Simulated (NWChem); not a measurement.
SiHSeF$_{3}$; SMILES F[Si](F)(F)[SeH]

```xyz
6

F      0.7358     1.4341    -1.2736
Si    -0.0089     0.8131    -0.0001
F      0.7278     1.4343     1.2780
F     -1.5235     1.3249    -0.0048
Se    -0.0462    -1.4173    -0.0001
H      1.4255    -1.4702     0.0036
```
Atoms are numbered in this order, from 1.

STO-3G and 3-21G are far too small for this property and stand as cheap habits. Coordinates come from a PBE0/def2-SVP optimisation.

Spin-orbit effects, on the heavy nuclei and on their neighbours, are missing.

### Question
Give the principal values of the shielding tensors (ppm) of F1, Si2, F4, Se5 from Hartree-Fock/STO-3G, GIAO (NWChem), with their diamagnetic and paramagnetic parts as GIAO splits them.

### Answer
```
atom     σ11     σ22     σ33  isotropic  diamagnetic  paramagnetic
----  ------  ------  ------  ---------  -----------  ------------
F1     423.7   609.5   621.2      551.5        457.4          94.0
Si2    550.1   569.8   575.7      565.2        865.8        -300.7
F4     422.5   611.2   630.6      554.7        457.2          97.5
Se5   2671.6  2875.0  3120.0     2888.9       2975.5         -86.7
```
